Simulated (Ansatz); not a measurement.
Relaxation of H9N3Si2 (14 atoms, charge 0, multiplicity 1), to a largest force component of 0.02 eV/Å in at most 40 steps.

Computed with Ansatz 0.2.0, RKS PBE0-D4/6-31G.

```xyz
14
Properties=species:S:1:pos:R:3
Si 0.000 0.000 0.000
Si 0.000 0.000 2.220
H -1.315 -0.407 2.707
H 1.010 -0.935 2.707
H 0.305 1.342 2.707
N 1.716 0.000 -0.606
H 2.215 -0.918 -0.787
H 2.217 0.918 -0.778
N -0.857 1.485 -0.606
H -1.877 1.430 -0.889
H -0.337 2.406 -0.677
N -0.857 -1.485 -0.606
H -1.392 -2.101 0.070
H -0.822 -1.734 -1.636
```

Problem. Where does it end, and by what steps?

Solution. It converged. Limits of this set-up: no polarisation functions. After 12 steps the energy has fallen by 0.944 eV; H7 moved furthest, 1.13 Å.

| step | energy less start (eV) | largest force component (eV/Å) | accepted |
| --- | --- | --- | --- |
| 0 | 0.0000 | 2.898 | yes |
| 1 | -0.6954 | 1.215 | yes |
| 2 | -0.7900 | 0.271 | yes |
| 3 | -0.8314 | 0.276 | yes |
| 4 | -0.8745 | 0.307 | yes |
| 5 | -0.8982 | 0.191 | yes |
| 6 | -0.9277 | 0.082 | yes |
| 7 | -0.9120 | 0.777 | no |
| 8 | -0.9374 | 0.066 | yes |
| 9 | -0.9403 | 0.213 | yes |
| 10 | -0.9437 | 0.041 | yes |
| 11 | -0.9439 | 0.034 | yes |
| 12 | -0.9440 | 0.005 | yes |

```xyz
14
Properties=species:S:1:pos:R:3
Si -0.010 0.019 -0.064
Si 0.030 -0.139 2.296
H -1.309 -0.545 2.854
H 1.038 -1.160 2.766
H 0.410 1.180 2.915
N 1.683 0.169 -0.521
H 2.436 -0.190 0.043
H 1.958 0.464 -1.446
N -0.756 1.407 -0.840
H -1.743 1.432 -1.037
H -0.270 2.280 -0.957
N -0.992 -1.338 -0.602
H -1.196 -2.131 -0.016
H -1.273 -1.446 -1.564
```

Whether the end is a true minimum wasn't checked by a vibrational analysis.

Run time: 67 s on 1 thread of Arm Neoverse V1 (shared host), peak memory 0.17 GiB.
